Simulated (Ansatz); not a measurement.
Geometry optimisation, DFT PBE, scalar-relativistic, plane waves, PAW (Ansatz).

The input (input.yaml):

```yaml
crystal:
  lattice:
    - [0.0, 5.43, 5.43]
    - [5.43, 0.0, 5.43]
    - [5.43, 5.43, 0.0]
  atoms:
    - { symbol: Si, position: [0.0, 0.0, 0.0] }
    - { symbol: Si, position: [0.125, 0.125, 0.125] }
    - { symbol: Si, position: [0.0, 0.0, 0.5] }
    - { symbol: Si, position: [0.125, 0.125, 0.625] }
    - { symbol: Si, position: [0.0, 0.5, 0.0] }
    - { symbol: Si, position: [0.125, 0.625, 0.125] }
    - { symbol: Si, position: [0.0, 0.5, 0.5] }
    - { symbol: Si, position: [0.125, 0.625, 0.625] }
    - { symbol: Si, position: [0.5, 0.0, 0.0] }
    - { symbol: Si, position: [0.625, 0.125, 0.125] }
    - { symbol: Si, position: [0.5, 0.0, 0.5] }
    - { symbol: Si, position: [0.625, 0.125, 0.625] }
    - { symbol: Si, position: [0.5, 0.5, 0.0] }
    - { symbol: Si, position: [0.625, 0.625, 0.125] }
    - { symbol: Si, position: [0.5, 0.5, 0.5] }
    - { symbol: Si, position: [0.625, 0.625, 0.625] }
    - { symbol: Cu, position: [0.3609321, 0.3718757, 0.8861187] }
total_charge: 1
basis:
  ecutwfc: 420.0
kpoints:
  mp_grid: { grid: [2, 2, 2] }
hamiltonian:
  xc: pbe
  pseudopotentials: { kind: paw, azcp: { folder: soft_1 } }
scf:
  occupations: { method: fermi_dirac, width: 0.05 }
  lower_state_search: "off"
relax:
  f_tol: 0.03
  max_steps: 60
  adjacent_minimum: "off"
```

Run as:

```bash
$ ansatz run input.yaml --threads 1 --pin off --max-ram 3072MiB --backend cpu --events-out ev --progress --plain --runs-dir out
```

Task: Where does it end, and by what steps?

Result: The forces met the threshold. Limits of this set-up: coarse k mesh, a small cell, in which the defect meets its images, charged cell in a uniform background, uncorrected. After 7 steps the energy has fallen by 0.146 eV; Si5 moved furthest, 0.24 Å.

```csv
step,energy less start (eV),largest force component (eV/Å),accepted
0,0.0000,0.809,yes
1,-0.1094,0.291,yes
2,-0.1240,0.067,yes
3,-0.1365,0.141,yes
4,-0.0929,0.243,no
5,-0.1427,0.094,yes
6,-0.1446,0.044,yes
7,-0.1456,0.008,yes
```

```xyz
17
Lattice="0.0000 5.4300 5.4300 5.4300 0.0000 5.4300 5.4300 5.4300 0.0000" Properties=species:S:1:pos:R:3
Si -0.057 0.031 0.054
Si 1.400 1.317 1.356
Si 2.685 2.775 0.056
Si 4.023 4.126 1.407
Si 2.853 -0.138 2.575
Si 4.070 1.316 4.028
Si 5.373 2.774 2.745
Si 6.830 4.076 4.029
Si -0.001 2.719 2.765
Si 1.314 4.139 4.112
Si 2.671 5.479 2.758
Si 4.010 6.835 4.114
Si 2.658 2.716 5.427
Si 4.195 3.949 6.658
Si 5.429 5.488 5.430
Si 6.743 6.833 6.850
Cu 6.936 6.636 3.914
```

The run took 55 s on 1 thread of Arm Neoverse V1, with other jobs on the host, peak memory 0.56 GiB.
